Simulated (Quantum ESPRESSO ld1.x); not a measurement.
Hf55+, configuration [Ne] 3s2 3p5. Calculated with ld1.x of Quantum ESPRESSO 7.5: scalar-relativistic Kohn-Sham, LDA (Slater exchange, VWN5 correlation), spin-unpolarised, spherical densities, point nucleus.

Unscreened Slater integrals over Kohn-Sham orbitals (cm^-1).

\begin{tabular}{lr}
integral & value \\ \hline
F0(3p,3p) & 1036400 \\
F2(3p,3p) & 517980 \\
F0(3p,3s) & 1024400 \\
G1(3p,3s) & 663100 \\
F0(3p,2p) & 1371500 \\
F2(3p,2p) & 354330 \\
G0(3p,2p) & 141940 \\
G2(3p,2p) & 157190 \\
F0(3p,2s) & 1334700 \\
G1(3p,2s) & 112150 \\
F0(3p,1s) & 1592900 \\
G1(3p,1s) & 176540 \\
F0(3s,3s) & 1015500 \\
F0(3s,2p) & 1328500 \\
G1(3s,2p) & 139300 \\
F0(3s,2s) & 1304100 \\
G0(3s,2s) & 112400 \\
F0(3s,1s) & 1536100 \\
G0(3s,1s) & 82189 \\
F0(2p,2p) & 2818900 \\
F2(2p,2p) & 1334400 \\
F0(2p,2s) & 2618600 \\
G1(2p,2s) & 1498800 \\
F0(2p,1s) & 3842400 \\
G1(2p,1s) & 734350 \\
F0(2s,2s) & 2493000 \\
F0(2s,1s) & 3533300 \\
G0(2s,1s) & 362720 \\
F0(1s,1s) & 1.0976e+07 \\
\end{tabular}

Derived for the open shells (J is the average intra-shell exchange parameter used in DFT+U). 3p: J = F2/5 = 103600 cm^-1.
